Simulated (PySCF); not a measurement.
How the method changes the constants of CaCd⁺

State: ²Σ⁺ (doublet), unpaired electrons σ ↑. Set-up: PySCF, scalar-relativistic core potentials, basis sets Ca def2-SVP, Cd def2-SVP with ECP28. De refers to Ca⁺ + Cd in their ground configurations, without counterpoise correction. The functionals are run spin-unrestricted. A positive dipole points towards Cd; it is taken about the centre of mass and depends on that origin. Levels whose curve was spin-contaminated or gave no clean fit are not listed.

```csv
Level,Re (Å),ωe (cm⁻¹),De (eV),μ (D),"CPU s a point (SCF and correlation, without the integrals)"
UHF,3.586,90.1,0.375,-7.24,0.26
UHF-MP2,3.398,99.9,0.429,n/a,0.45
UHF-SCS-MP2,3.432,96.4,0.403,n/a,n/a
PBE,3.314,111,0.64,-7.53,0.72
PW91,3.301,113,0.66,-7.51,0.53
TPSS,3.314,112,0.65,-7.37,1
r²SCAN,3.305,113,0.62,-7.53,1
TPSSh,3.327,111,0.64,-7.33,1.1
PBE0,3.344,110,0.60,-7.40,1.3
```

The bond length runs from 3.301 Å (PW91) to 3.586 Å (UHF). De spans 0.37 eV (UHF, mean field) to 0.66 eV (PW91, GGA).

Correlated steps freeze 5 core orbitals. Correlated levels converge slowly with the basis: in double zeta they bind strong bonds too weakly, by up to about 1 eV, and carry superposition errors of some tenths. Spin–orbit coupling is left out. For an ion De counts to the pair picked by the measured ionisation energies or electron affinities, which need not be the lowest pair at this level. The state is the lowest determinant that a PBE0 search found; another state may lie lower at other levels.

The whole job (state search and all levels along the bond) took about 2.7 min on 1 thread of Oxide Virtual Turin-like (shared host), peak memory 0.7 GiB.
